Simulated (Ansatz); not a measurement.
An input meant for the cluster Hg3⁻ (charge -1, doublet).

```yaml
crystal:
  periodic: [false, false, false]
  atoms:
    - {symbol: Hg, position_ang: [1.570646, -0.283138, -0.787391]}
    - {symbol: Hg, position_ang: [-0.132743, -0.074933, 1.773019]}
    - {symbol: Hg, position_ang: [-1.437903, 0.358071, -0.985628]}
basis:
  gaussian: {orbitals: def2-TZVPD, fitting: {mean_field: def2-universal-jkfit}}
total_charge: -1
magnetization: {spin_polarized: true, initial_magnetization: 2}
hamiltonian: {xc: {name: r2SCANh}}
scf: {lower_state_search: off}
output: {forces: true}
```

```sh
$ ansatz run in.yaml --threads 4 --pin off --events-out ev --progress --plain --max-ram 3916MiB
```

Output, abridged:

```
Error: a molecule whose nuclei and cores have a total charge of 60 cannot have a net charge of -1 together with 2 unpaired electrons
```

In this input the number of unpaired electrons doesn't fit the electron count. The input was rejected before any iteration.
